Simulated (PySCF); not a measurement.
BH₃O₃, SMILES OB(O)O, point group Cs.

Level: B3LYP/pcSseg-1 in PySCF (density fitting, grid level 2); geometry and Hessian at that level, cubic constants and property derivatives from steps of ±0.6 along each species' dimensionless normal coordinates, second-order vibrational perturbation theory. The parent has the commonest isotopes.

Equilibrium geometry (Å):

| atom | x | y | z |
| --- | --- | --- | --- |
| O1 | 1.3793 | 0.1328 | -0.6227 |
| B2 | 0.0390 | 0.2321 | -0.3701 |
| O3 | -0.4775 | 1.4886 | -0.3012 |
| O4 | -0.8136 | -0.8338 | -0.1829 |
| H5 | 1.7301 | -0.7631 | -0.6686 |
| H6 | -1.4261 | 1.4742 | -0.1200 |
| H7 | -0.4177 | -1.7112 | -0.2377 |

Give the equilibrium and ground-state rotational constants (MHz) of parent; ¹⁰B at 2; ²H at 5; ¹⁰B at 2, ²H at 6; ²H at 6; ¹⁸O at 3; ¹⁰B at 2, ¹⁸O at 3.


```
           species      Ae      Be      Ce      A0      B0      C0  Δ0 (u Å²)  harmonic ZPE (cm⁻¹)
            parent   10132  9762.7    4972   10057  9712.9  4936.4      0.095                10546
          ¹⁰B at 2   10132  9762.7    4972   10056  9711.6  4935.8      0.095                10612
           ²H at 5   10109    9092  4786.8   10037  9045.4  4753.9      0.084                 9839
 ¹⁰B at 2, ²H at 6   10075  9159.4  4797.8   10010  9103.4  4763.6      0.091                 9888
           ²H at 6   10075  9159.2  4797.7   10012  9104.3  4764.1      0.090                 9821
          ¹⁸O at 3  9926.9  9302.9  4802.4  9875.5  9236.1  4768.1      0.098                10511
¹⁰B at 2, ¹⁸O at 3  9926.9  9303.3  4802.5  9874.1  9235.4  4767.6      0.099                10577
```

Δ0 = Ic − Ia − Ib from the ground-state constants.

How is the parent's vibrational correction B0 − Be made up?


```csv
axis,harmonic,Coriolis,cubic,total (MHz)
a,24.8,-13,-86.8,-75
b,23.1,-12.5,-60.4,-49.8
c,2.77,-1.77,-36.5,-35.6
```

And its quartic centrifugal distortion constants from the harmonic force field?

Asymmetric top, A reduction, IIIr representation: ΔJ = 11 kHz, ΔJK = -18.8 kHz, ΔK = 8.43 kHz, δJ = 0.425 kHz, δK = 6.58 kHz.

Which nuclear quadrupole couplings χaa, χbb, χcc (MHz) does the parent show, at equilibrium and averaged?

11B at 2: -1.4, -1.3, 2.7 and -1.4, -1.3, 2.7.

Internal rotors are held in one well.
